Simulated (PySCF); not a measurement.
# Bond lengths and vibrations by method: H3O2Si2

These are calculations, not measurements. The program is PySCF 2.14.0, an open-source quantum chemistry code, run on an isolated molecule that a program drew, which may never have been made. The molecule is H3O2Si2 (charge 0, doublet), drawn as the SMILES string `O=[Si](O)[SiH2]`.

The geometry was optimised and harmonic frequencies were computed with HF and MP2, all in the cc-pV(D+d)Z basis, for the commonest isotopes, with a restricted reference for singlets and an unrestricted one otherwise, and a frozen core in MP2. Each result is a local minimum of its method.

Geometry at the HF minimum:
```xyz
7
H3O2Si2, angstrom
O    -1.4483   -1.5256   -0.7420
Si   -0.1497   -0.8680   -1.0862
O     1.1366   -1.6007   -1.7433
Si    0.4521    1.3254   -0.6609
H     1.0778   -2.5281   -1.9372
H     1.4912    1.8490   -1.5692
H    -0.7024    2.2337   -0.5309
```

Lengths of the bonds as drawn, in Å (atoms numbered as above):
```
bond,HF,MP2
O1-Si2,1.496,1.538
Si2-O3,1.620,1.650
Si2-Si4,2.314,2.309
O3-H5,0.949,0.971
Si4-H6,1.476,1.479
Si4-H7,1.475,1.478
```

Rotational constants, in GHz:
| constant | HF | MP2 |
|---|---|---|
| A | 7.529 | 7.163 |
| B | 3.125 | 3.138 |
| C | 2.22 | 2.192 |

Harmonic frequencies in cm^-1, each column in rising order, so a row needn't be the same motion in every method:
```
rank    HF   MP2
   1   147   145
   2   165   154
   3   289   266
   4   303   279
   5   472   432
   6   500   450
   7   538   484
   8   578   539
   9   871   820
  10   946   894
  11   993   941
  12  1352     ?
  13  2334  2292
  14  2355  2323
  15  4124  3832
```

**Estimate the missing MP2 frequency from the HF column.**

A single factor s that minimises the squared misfit of MP2 against s times HF over the other rows is sum(HF x MP2) / sum(HF^2) = 0.9489, with an rms misfit of 40 cm^-1. For rank 12 it gives 0.9489 x 1352 = 1283 cm^-1. The calculation gives 1218 cm^-1, 65 cm^-1 below the estimate. The drawn bonds are on average 1.2 % longer in MP2 than in HF.
